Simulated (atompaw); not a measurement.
Before and after: PAW (atompaw) potential for bromine (Br)

Br (Z = 35), PAW, made with atompaw 4.2.0.5 (LDA (PW92), scalar-relativistic). Core [Ar], reference 3d10 4s2 4p4.5 (charge +0.5). Waves: 4s (bound): rc 1.70 bohr; 4s channel at -1.45 Ry: rc 1.80 bohr; 4p (bound): rc 1.80 bohr; 4p channel at 4.2 Ry: rc 1.80 bohr; 3d (bound): rc 0.70 bohr; 3d channel at -3.3 Ry: rc 0.70 bohr. Local part: troulliermartins scheme with l = 3 at 0 Ry, radius 1.50 bohr. Core correction: smooth core density matched at 1.30 bohr. Augmentation charge: gaussian compensation charge, radius 1.65 bohr; PAW radius 1.80 bohr; waves and projectors: custom rrkj gramschmidtortho.

Change: local potential troulliermartins scheme with l = 3 at 0 Ry, radius 0.92 bohr.

Cutoffs: the cutoffs (Ry, on a coarse ladder) from which the occupation-weighted sum of valence levels, in a spherical-Bessel basis at the reference potential, stays within 10 and 1 mRy of its value at 400 Ry; they do not see the model core or the augmentation charge, which bear on the density cutoff.

Problem. What does the change do?

Solution. Both files keep a bound ghost (s); the range in which the p phases agree narrows (upper end at the end of the scan → -0.0).

```tsv
quantity	base	changed
cutoff, loose	over 300 Ry	over 300 Ry
cutoff, tight	over 300 Ry	over 300 Ry
bound ghosts	s	s
s: phases at 1.81 bohr within 0.05 rad from the reference energy up to (Ry; the scan ends near 5)	to the end of the scan	4.3
p: phases at 1.81 bohr within 0.05 rad from the reference energy up to (Ry; the scan ends near 5)	to the end of the scan	-0.0
d: phases at 1.81 bohr within 0.05 rad from the reference energy up to (Ry; the scan ends near 5)	to the end of the scan	to the end of the scan
lowest overlap eigenvalue by channel	s 0.13, p 0.50, d 0.97	s 0.05, p 0.30, d 0.93
```

 A true bound ghost makes a file unfit for plane-wave use even where its test errors are small: the radial tests pick states by their node count and pass the ghost by. The cutoffs see the waves, projectors and local potential, not the compensation charge or the core.
